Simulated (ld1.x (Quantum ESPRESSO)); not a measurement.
## tantalum: PAW pseudisation with PBE, scalar-relativistic reference atom.

ld1.x (Quantum ESPRESSO) 7.5 was run on this input:

```
&input
   title='Ta', zed=73., rel=1, dft='PBE', iswitch=3,
   config='[Xe] 4f14 5d3 6s2 6p0',
   nld=3, rlderiv=3.10, eminld=-5.0, emaxld=5.0, deld=0.02
 /
 &inputp
   pseudotype=3, lpaw=.true., tm=.true., lloc=-2, rcloc=2.50,
   nlcc=.true., new_core_ps=.true., rcore=1.75,
   which_augfun='PSQ', rmatch_augfun_nc=.true.,
   file_pseudopw='Ta.UPF', file_wfcaegen='ae.wfc', file_wfcncgen='nc.wfc', file_beta='beta', file_chi='chi', file_wfcusgen='us.wfc'
 /
6
6S  1  0   2.00   0.00  2.50  2.85  0.0
6S  1  0   0.00   0.15  2.50  2.85  0.0
5P  2  1   6.00   0.00  1.70  2.15  0.0
6P  3  1   0.00   0.00  1.70  2.15  0.0
5D  3  2   3.00   0.00  2.15  2.50  0.0
5D  3  2   0.00   0.65  2.15  2.50  0.0
 &test
   configts(1)='5p6 5d3 6s2 6p0'
 /
```

Command:

```bash
ld1.x < Ta.in > Ta.out
```

Output (shortened: banner, matrices, multipoles, cross overlaps and the repeated all-electron block are left out):

```
Program LD1 v.7.5
     --------------------------- All-electron run ----------------------------

     Ta
     scalar relativistic calculation

     atomic number is 73.00
     dft =PBE   lsd =0 sic =0 latt =0  beta=0.20 tr2=1.0E-14
     Exchange-correlation= PBE
                           (   1   4   3   4   0   0   0)
     mesh =1273 r(mesh) = 100.43799 a.u. xmin = -7.00 dx = 0.01250
     1 Ry =  13.60569312 eV, c = 137.03599908

     n l     nl                  e(Ry)          e(Ha)          e(eV)
     1 0     1S 1( 2.00)     -4951.7605     -2475.8802    -67372.1337
     2 0     2S 1( 2.00)      -850.7551      -425.3776    -11575.1131
     2 1     2P 1( 6.00)      -745.4767      -372.7383    -10142.7271
     3 0     3S 1( 2.00)      -194.8940       -97.4470     -2651.6676
     3 1     3P 1( 6.00)      -163.5864       -81.7932     -2225.7059
     4 0     4S 1( 2.00)       -39.7359       -19.8680      -540.6347
     4 1     4P 1( 6.00)       -29.4680       -14.7340      -400.9329
     3 2     3D 1(10.00)      -127.0809       -63.5405     -1729.0238
     5 0     5S 1( 2.00)        -5.3656        -2.6828       -73.0021
     5 1     5P 1( 6.00)        -2.8957        -1.4479       -39.3986
     4 2     4D 1(10.00)       -16.3309        -8.1655      -222.1936
     4 3     4F 1(14.00)        -1.8157        -0.9079       -24.7045
     5 2     5D 1( 3.00)        -0.2639        -0.1320        -3.5906
     6 0     6S 1( 2.00)        -0.4000        -0.2000        -5.4422
     6 1     6P 1( 0.00)        -0.1023        -0.0511        -1.3912

     final scf error:  1.8E-15 reached in  29 iterations

     Etot =  -31209.127620 Ry,  -15604.563810 Ha, -424621.813034 eV

     Ekin =   34296.311234 Ry,   17148.155617 Ha,  466625.085903 eV
     Encl =  -77083.937461 Ry,  -38541.968731 Ha,-1048780.397810 eV
     Eh   =   12208.679052 Ry,    6104.339526 Ha,  166107.540615 eV
     Exc  =    -630.180445 Ry,    -315.090222 Ha,   -8574.041741 eV

     normalization and overlap integrals

     s(1S/1S) =  1.000000  <r> =   0.0187  <r2> =    0.0005  r(max) =   0.0116
     s(2S/2S) =  1.000000  <r> =   0.0789  <r2> =    0.0074  r(max) =   0.0670
     s(2P/2P) =  1.000000  <r> =   0.0706  <r2> =    0.0061  r(max) =   0.0549
     s(3S/3S) =  1.000000  <r> =   0.2048  <r2> =    0.0479  r(max) =   0.1891
     s(3P/3P) =  1.000000  <r> =   0.2049  <r2> =    0.0487  r(max) =   0.1868
     s(4S/4S) =  1.000000  <r> =   0.4587  <r2> =    0.2376  r(max) =   0.4262
     s(4P/4P) =  1.000000  <r> =   0.4877  <r2> =    0.2706  r(max) =   0.4480
     s(3D/3D) =  1.000000  <r> =   0.1856  <r2> =    0.0404  r(max) =   0.1529
     s(5S/5S) =  1.000000  <r> =   1.1000  <r2> =    1.3609  r(max) =   0.9847
     s(5P/5P) =  1.000000  <r> =   1.2940  <r2> =    1.9028  r(max) =   1.1298
     s(4D/4D) =  1.000000  <r> =   0.5231  <r2> =    0.3173  r(max) =   0.4593
     s(4F/4F) =  1.000000  <r> =   0.6395  <r2> =    0.5210  r(max) =   0.4424
     s(5D/5D) =  1.000000  <r> =   2.2575  <r2> =    6.3202  r(max) =   1.5833
     s(6S/6S) =  1.000000  <r> =   3.2994  <r2> =   12.4368  r(max) =   2.7789
     s(6P/6P) =  1.000000  <r> =   4.9596  <r2> =   28.8401  r(max) =   3.8944

     ------------------------ End of All-electron run ------------------------

     --------------------- Generating PAW atomic setup --------------------

      Generating local potential from pseudized AE potential:
      Matching radius rcloc =   2.5000
      Enforcing V''(0)=0 (lloc=-2)

      Local pseudo, rcloc= 2.483 Estimated cut-off energy=     5.30 Ry

      Computing core charge for nlcc:

       r > 1.77 : true rho core
      Core charge pseudized with two Bessel functions
      Integrated core pseudo-charge :   5.12
      Wfc-us  6S rcutus= 2.885  Estimated cut-off energy=     5.42 Ry
      Wfc-us  6S rcutus= 2.885  Estimated cut-off energy=     6.36 Ry
      Wfc-us  5P rcutus= 2.137  Estimated cut-off energy=    18.86 Ry
      Wfc-us  6P rcutus= 2.137  Estimated cut-off energy=    35.07 Ry
      Wfc-us  5D rcutus= 2.483  Estimated cut-off energy=    18.67 Ry
      Wfc-us  5D rcutus= 2.483  Estimated cut-off energy=    27.00 Ry

     Required augmentation: PSQ   radius:    2.850000

     Q pseudized with Bessel functions
     Expected ecutrho=     127.3357 due to l1=  1   l2=  1

     Estimated PAW energy = -690.798959 Ryd

     ------------------- End of pseudopotential generation -------------------

     Computing logarithmic derivative in   3.09043
     Computing logarithmic derivative in   3.09043
     Computing the partial wave expansion
     R is outside the sphere for l=    0 j= 0.00
     R is outside the sphere for l=    0 j= 0.00
     R is outside the sphere for l=    1 j= 0.00
     R is outside the sphere for l=    1 j= 0.00
     R is outside the sphere for l=    2 j= 0.00
     R is outside the sphere for l=    2 j= 0.00

     ---------------------- Testing the pseudopotential ----------------------

     Ta
     scalar relativistic calculation

     atomic number is 73.00   valence charge is 11.00
     dft = SLA  PW   PBX  PBC   lsd =0 sic =0 latt =0  beta=0.20 tr2=1.0E-14
     mesh =1273 r(mesh) = 100.43799 xmin = -7.00 dx = 0.01250

     n l     nl             e AE (Ry)        e PS (Ry)    De AE-PS (Ry)
     2 1     5P   1( 6.00)       -2.89574       -2.89574       -0.00000
     3 2     5D   1( 3.00)       -0.26390       -0.26390        0.00000
     1 0     6S   1( 2.00)       -0.40000       -0.40000        0.00000
     3 1     6P   1( 0.00)       -0.10225       -0.10225       -0.00000

     eps = 9.7E-16  iter =  3

     Etot =  -31209.127620 Ry,  -15604.563810 Ha, -424621.813034 eV
     Etotps =  -690.798958 Ry,    -345.399479 Ha,   -9398.798639 eV

     Ekin =     163.145560 Ry,      81.572780 Ha,    2219.708422 eV
     Encl =    -283.650956 Ry,    -141.825478 Ha,   -3859.267863 eV
     Ehrt =      59.886883 Ry,      29.943442 Ha,     814.802557 eV
     Ecxc =    -630.180446 Ry,    -315.090223 Ha,   -8574.041755 eV
     (Ecc =      -6.193033 Ry,      -3.096516 Ha,     -84.260503 eV)

     ---------------------- End of pseudopotential test ----------------------
```

Generation and configuration tests took about 2 s on one core of a shared server CPU.

Transferability test of the new file with ld1.x, input:

```
&input
   title='Ta', zed=73., rel=1, dft='PBE', iswitch=2,
   config='[Xe] 4f14 5d3 6s2 6p0'
 /
 &test
   file_pseudo='Ta.UPF', nconf=8,
   configts(1)='5p6 5d3 6s2 6p0',
   configts(2)='5p6 5d3 6s1 6p0',
   configts(3)='5p6 5d3 6s0 6p0',
   configts(4)='5p6 5d2 6s0 6p0',
   configts(5)='5p6 5d3 6s1 6p1',
   configts(6)='5p6 5d3 6s0 6p1',
   configts(7)='5p6 5d3 6s0 6p2',
   configts(8)='5p6 5d2 6s2 6p0'
 /
```

```bash
ld1.x < Ta.test.in > Ta.test.out
```

Pseudopotential blocks of its output, shortened (energy terms left out):

```
     ---------------------- Testing the pseudopotential ----------------------

     n l     nl             e AE (Ry)        e PS (Ry)    De AE-PS (Ry)
     2 1     5P   1( 6.00)       -2.89574       -2.89574       -0.00000
     3 2     5D   1( 3.00)       -0.26390       -0.26390        0.00000
     1 0     6S   1( 2.00)       -0.40000       -0.40000        0.00000
     3 1     6P   1( 0.00)       -0.10225       -0.10225       -0.00000

     eps = 7.6E-15  iter =  2

     Etot =  -31209.127623 Ry,  -15604.563811 Ha, -424621.813070 eV
     Etotps =  -690.798957 Ry,    -345.399479 Ha,   -9398.798620 eV

     ---------------------- End of pseudopotential test ----------------------

          ---------------------- Testing the pseudopotential ----------------------

     n l     nl             e AE (Ry)        e PS (Ry)    De AE-PS (Ry)
     2 1     5P   1( 6.00)       -3.42663       -3.42650       -0.00013
     3 2     5D   1( 3.00)       -0.77071       -0.77074        0.00004
     1 0     6S   1( 1.00)       -0.85403       -0.85408        0.00005
     3 1     6P   1( 0.00)       -0.48603       -0.48590       -0.00013

     eps = 1.2E-15  iter =  9

     Etot =  -31208.505287 Ry,  -15604.252643 Ha, -424613.345757 eV
     Etotps =  -690.176377 Ry,    -345.088189 Ha,   -9390.327993 eV
     dEtot_ae =       0.622336 Ry
     dEtot_ps =       0.622580 Ry,   Delta E=      -0.000244 Ry

     ---------------------- End of pseudopotential test ----------------------

          ---------------------- Testing the pseudopotential ----------------------

     n l     nl             e AE (Ry)        e PS (Ry)    De AE-PS (Ry)
     2 1     5P   1( 6.00)       -4.03906       -4.03993        0.00087
     3 2     5D   1( 3.00)       -1.34589       -1.34636        0.00047
     1 0     6S   1( 0.00)       -1.35483       -1.35513        0.00031
     3 1     6P   1( 0.00)       -0.92183       -0.92181       -0.00002

     eps = 1.0E-15  iter =  7

     Etot =  -31207.404855 Ry,  -15603.702428 Ha, -424598.373628 eV
     Etotps =  -689.075436 Ry,    -344.537718 Ha,   -9375.348923 eV
     dEtot_ae =       1.722767 Ry
     dEtot_ps =       1.723521 Ry,   Delta E=      -0.000754 Ry

     ---------------------- End of pseudopotential test ----------------------
```

The test run then stopped with an error in new_paw_hamiltonian: “negative rho”.
